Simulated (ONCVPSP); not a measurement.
## beryllium (Be), ONCV: configuration errors across variants

* Element: beryllium (Be)
* Generator: ONCVPSP 4.0.1
* Type: optimised norm-conserving Vanderbilt (ONCV)
* Functional: PBE
* Relativity: scalar-relativistic
* Frozen core: [He]
* Valence charge: 2
* Reference configuration: 2s1.5 (charge +0.5)
* Partial waves: 2s: rc 1.65 bohr, ncon 4, nbas 7, qcut 4 1/bohr, 1 projector; p scattering state at 0.39 Ha: rc 1.40 bohr, ncon 4, nbas 8, qcut 7 1/bohr, local
* Local potential: the p channel
* Core correction: Teter function, fcfact 5.75, rcfact 1.25

In the p channel the program set the typed energies aside and used 0.050 Ha.

All-electron excitation energies from the reference (eV): (1) 2s2 -3.761; (2) 2s1 5.790; (3) 2s1 2p1 -0.148.

2 further variants failed, have other tests or too few solved ones, and are left out.

Errors AE − PS in meV (a dash: test not solved or not reliable):

```csv
change,(1),(2),(3),bound ghosts,GHOST(+) flags above zero
base,+2.7,+7.1,+2.9,none,none
s: rc 1.52,+2.7,+7.1,+2.8,none,none
s: rc 1.72,+2.7,+7.0,+2.9,none,none
s: rc 1.88,+2.7,+6.8,+2.9,none,none
s: rc 2.24,+2.6,+6.1,+2.7,none,none
s: rc 2.42,+2.5,+5.6,+2.8,none,none
```

(1) Give the same row for: s: rc 2.08.

Answers

(1) +2.6, +6.5, +2.8; bound ghosts: none; GHOST(+) flags above zero: none.
